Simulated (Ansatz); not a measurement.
Two isomers of C2H8Ge: A = `[CH3][GeH2][CH3]`, B = `C[CH2][GeH3]`.

Calculated with Ansatz (gas phase, PBE0-D4/def2-TZVP geometries, no zero-point term in ΔE). CCSD(T)/CBS adds triple-zeta CCSD(T) − MP2 to the extrapolated MP2 energy (def2 sets, frozen cores). Functionals use def2-TZVPP. For Ge outer-core shells are correlated without core-valence functions, which leaves a few kJ/mol of doubt a bond. Scalar relativity is left out up to krypton.

Problem. Which isomer does CCSD(T)/CBS put lower? Give the gap. (Best estimate.)

Solution. The calculation gave: A, by 9.5 kcal/mol.

Problem. Give E(B) − E(A) in kcal/mol with MP2/def2-TZVPP, LDA (SPW92), HF/def2-TZVPP, PBE-D4, CCSD(T)/def2-TZVPP, r2SCAN-D4, CCSD(T)/def2-SVP. (An estimate is asked.)

Solution. Ansatz gave: MP2/def2-TZVPP 10.6, LDA (SPW92) 7.8, HF/def2-TZVPP 9.0, PBE-D4 9.0, CCSD(T)/def2-TZVPP 9.9, r2SCAN-D4 9.7, CCSD(T)/def2-SVP 6.2. None reverses the order clearly.

Problem. Does the order hold for the free energy at 298.15 K (harmonic terms from PBE0-D4)? (Estimate.)

Solution. The calculation gave: Yes: G(B) − G(A) = +9.1 kcal/mol.

Largest T1 diagnostic: 0.010.

Leaving LDA and LC-ωPBE aside and taking each functional with its dispersion term where it has one, the values, not all of them listed here, spread over 1.1 kcal/mol, from revPBE-D4 to B2PLYP. LDA lies −1.3 kcal/mol from PBE without D4. At CCSD(T), def2-SVP lies −3.3 kcal/mol from the extrapolated value and def2-TZVPP +0.4 kcal/mol.
